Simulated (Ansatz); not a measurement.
Ansatz (an electronic-structure program) input (r2SCAN/def2-TZVPD):

Ansatz 0.2 input:
```yaml
crystal:
  periodic: [false, false, false]
  atoms:
    - {symbol: N, position_ang: [1.15580847, -0.31373315, -0.31237443]}
    - {symbol: Si, position_ang: [-0.46273495, 0.16813804, 0.16347789]}
    - {symbol: H, position_ang: [1.16009568, -1.03632747, -1.03690724]}
    - {symbol: H, position_ang: [-1.09165965, -0.96420542, 0.89488048]}
    - {symbol: H, position_ang: [-1.30705422, 0.50029215, -1.01420996]}
    - {symbol: H, position_ang: [-0.37375183, 1.34244013, 1.05416726]}
basis:
  gaussian:
    orbitals: def2-TZVPD
hamiltonian:
  xc: {name: r2SCAN}
total_charge: -1
```

Output:

```
Functional definition: r2SCAN
integrals: 0.03 GiB planned
658 factors; their error is unknown
mean field: 0.30 GiB planned
mean field evaluation 1: about -9429.1277 eV, gradient 3.5e1 eV
mean field evaluation 2: about -9376.7650 eV, gradient 1.1e2 eV
mean field evaluation 4: about -9431.8253 eV, gradient 3.1e0 eV
mean field evaluation 8: about -9431.8377 eV, gradient 1.9e-1 eV
mean field evaluation 16: about -9431.8378 eV, gradient 2.0e-5 eV
mean field -9431.83777215 eV, -346.6136449973 hartree, gradient 2.0e-5 eV, S^2 0.000000; 0 other end points of the search recorded, 0 dependent functions left out
reference -9431.83778608 eV, -346.6136455093 hartree; 13, 13 occupied and 103, 103 virtual orbitals, 658 factors
Total energy: -9431.83778608 eV, -346.6136455093 hartree
```

This state (charge -1, singlet) is run at the relaxed geometry of the species with charge 0 and multiplicity 2.
